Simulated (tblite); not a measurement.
C2H2ClF3O2S.
Atom-mapped SMILES: `[O:1]=[S:2](=[O:3])([Cl:4])[C:5]([F:6])([F:7])[CH2:8][F:9]` (hydrogens: H10, H11 on C8)

The geometry is computed with GFN2-xTB (gas phase).

Problem. List the bond lengths, angles and torsions at this level.

Solution. 
| bond | length (Å) |
| --- | --- |
| O1=S2, S2=O3 | 1.417 |
| S2–Cl4 | 2.010 |
| S2–C5 | 1.885 |
| C5–F6, C5–F7 | 1.340 |
| C5–C8 | 1.515 |
| C8–F9 | 1.363 |
| C8–H10, C8–H11 | 1.096 |

Bonds in one row agree within 0.01 Å and their mean is given. A selection of angles:
| angle | degrees |
| --- | --- |
| O1–S2–O3 | 121.5 |
| O1–S2–Cl4 | 107.9 |
| O1–S2–C5 | 107.8 |
| O3–S2–C5 | 110.2 |
| Cl4–S2–C5 | 99.6 |
| S2–C5–F6 | 107.0 |
| S2–C5–C8 | 108.6 |
| F6–C5–F7 | 107.3 |
| F6–C5–C8 | 114.3 |
| C5–C8–F9 | 108.2 |

Dihedral angles: O1–S2–C5–F6 178° (antiperiplanar); S2–C5–C8–F9 -20° (synperiplanar). The mirror-image conformer, all signs reversed, is as good.

The C–F distances run from 1.339 Å (C5–F6, drawn single) to 1.363 Å (C8–F9, drawn single), a spread of 0.024 Å. S2 (sulfonyl sulfur) is distorted tetrahedral (angles from 99.6° to 121.5°). Of the pairs four or more bonds apart, O3···F9 is among the closest relative to their van der Waals radii: 2.79 Å, 93 % of the sum of Bondi's values.

Point group: C1 (no symmetry element, even within 0.4 Å). Its GFN2-xTB frequencies are all real (lowest 30 cm⁻¹). The numbers are those of one conformer. 3 starts were optimised and ended at 0.00, 1.36 and 2.59 kcal/mol (GFN2-xTB); the lowest of these is shown.
